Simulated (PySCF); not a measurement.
## Electron correlation in Ga²⁺ (gallium, charge +2)

Starting occupation: [Ar] 3d10 4s1, 4s1/2 with m_j = +1/2. All numbers are calculated (PySCF 2.14, X2C-1e with screened-nucleus spin-orbit coupling, Gaussian nucleus, in x2c-SVPall-2c). Frozen: [Ne]; 19 electrons correlated; the 6 highest virtual spinors left out.

MP2 pair energies summed by pair of shells (mhartree):

| pair | energy | share (%) |
| --- | --- | --- |
| 3d3/2-3d5/2 | -70.94 | 26.5 |
| 3d5/2-3d5/2 | -46.69 | 17.4 |
| 3d5/2-3p3/2 | -34.43 | 12.8 |
| 3d3/2-3p3/2 | -24.45 | 9.1 |
| 3d3/2-3d3/2 | -18.79 | 7.0 |
| 3d5/2-3p1/2 | -18.60 | 6.9 |
| 3p1/2-3p3/2 | -12.95 | 4.8 |
| 3p3/2-3p3/2 | -11.36 | 4.2 |
| 3d3/2-3p1/2 | -10.61 | 4.0 |
| 3d5/2-3s1/2 | -4.60 | 1.7 |
| 3d3/2-3s1/2 | -3.11 | 1.2 |
| 3d5/2-4s1/2 | -2.60 | 1.0 |
| 3p1/2-3p1/2 | -2.44 | 0.9 |
| 3p3/2-3s1/2 | -2.27 | 0.8 |
| 3d3/2-4s1/2 | -1.50 | 0.6 |
| 3p1/2-3s1/2 | -1.14 | 0.4 |
| 3s1/2-3s1/2 | -0.84 | 0.3 |
| 3p3/2-4s1/2 | -0.48 | 0.2 |
| 3p1/2-4s1/2 | -0.22 | 0.1 |
| 3s1/2-4s1/2 | -0.16 | 0.1 |

Total MP2 correlation energy: -268.18 mhartree.

This basis was not built for core-valence correlation, so the inner-shell part is incomplete.
